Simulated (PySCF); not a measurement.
**Ionisation energy of Te(38+) by level of theory**

Te(38+) [Ne] 3s2 3p2 [3p1/2^2, M_J = 0] → Te(39+) [Ne] 3s2 3p1 [3p1/2^1, M_J = 1/2], as a difference of total energies. All numbers are calculated (PySCF 2.14, the two-component X2C-1e Hamiltonian, in an even-tempered Gaussian basis (19 s from 7.7 bohr⁻², ratio 2.4; 14 p from 10 bohr⁻², ratio 2.4; 4 d from 36 bohr⁻², ratio 2.6; 4 f from 53 bohr⁻², ratio 2.6)). Correlated levels: 1s2 frozen; the 56 highest virtual spinors dropped. "Screened" scales the spin-orbit matrix elements by Boettger's factors to mimic the two-electron term; Breit and QED terms are absent.

```tsv
method	ionisation energy (eV)
GHF (spin-free)	2662.4
GMP2 (spin-free)	2663.1
GHF (screened spin-orbit)	2700.8
GMP2 (screened spin-orbit)	2702.6
```

Breit and QED terms and the two-electron picture change are absent.

The spin-free rows relax to the high-spin LS determinant and lack the spin-orbit shift.

The labels give the starting determinants; with spin-orbit coupling the two ends relaxed to ⟨J²⟩ = 0.00, ⟨L²⟩ = 1.34, ⟨S²⟩ = 1.34 and ⟨J²⟩ = 0.75, ⟨L²⟩ = 2.01, ⟨S²⟩ = 0.76.

For comparison: 2700 ± 4 eV (theoretical estimate listed by NIST; NIST Atomic Spectra Database, ionization energies).
